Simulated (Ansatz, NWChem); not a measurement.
# The same job for Ansatz

NWChem 7.3.0 runs this on BI3 (boron triiodide):

run.py:
```python
from ase import Atoms
from ase.calculators.nwchem import NWChem

atoms = Atoms(['I', 'B', 'I', 'I'], positions=[
    [-1.308500, -0.295200, 1.615600],
    [0.013900, -0.015100, -0.005100],
    [1.876800, -1.006300, -0.030300],
    [-0.526500, 1.256300, -1.600500],
])

calc = NWChem(
    label='bi3',
    theory='dft',
    memory='2200 mb',
    basis='def2-SVP',
    basispar='spherical bse',
    dft={'xc': 'slater vwn_5', 'mult': '1', 'grid': 'fine', 'convergence': 'energy 1e-08', 'iterations': '100', 'mulliken': None},
    **{'ecp bse': {'I library': 'def2-SVP'}},
)
atoms.calc = calc

forces = atoms.get_forces()
print(f"energy = {atoms.get_potential_energy():.6f} eV")
print("forces (eV/A):")
for s, f in zip(atoms.symbols, forces):
    print(f"{s:2s} {f[0]:10.5f} {f[1]:10.5f} {f[2]:10.5f}")
print("dipole (e A):", atoms.get_dipole_moment().round(4))
```

```bash
$ export ASE_NWCHEM_COMMAND="nwchem PREFIX.nwi > PREFIX.nwo"
$ python run.py
```

Geometry: relaxed at PBE0-D4/def2-TZVP.

It gives a total energy of -916.513443 Eh.

Write the same calculation for Ansatz 0.2.0 as an input file of the program's own, asking for the energy.

One way, which was run:

job.yaml:
```yaml
basis:
  gaussian:
    orbitals: def2-SVP
crystal:
  periodic: [false, false, false]
  atoms:
    - {symbol: I, position_ang: [-1.308500, -0.295200, 1.615600]}
    - {symbol: B, position_ang: [0.013900, -0.015100, -0.005100]}
    - {symbol: I, position_ang: [1.876800, -1.006300, -0.030300]}
    - {symbol: I, position_ang: [-0.526500, 1.256300, -1.600500]}
hamiltonian:
  xc: {name: SVWN5}
accuracy: high
output:
  orbitals: {seedname: orbitals}
```

```bash
$ ansatz run job.yaml --threads 1 --pin off --max-ram 3480MiB --events-out events.jsonl --progress --plain --runs-dir runs
```

Its energy is -916.513444 Eh, the same as the first but for the last digit, at most.
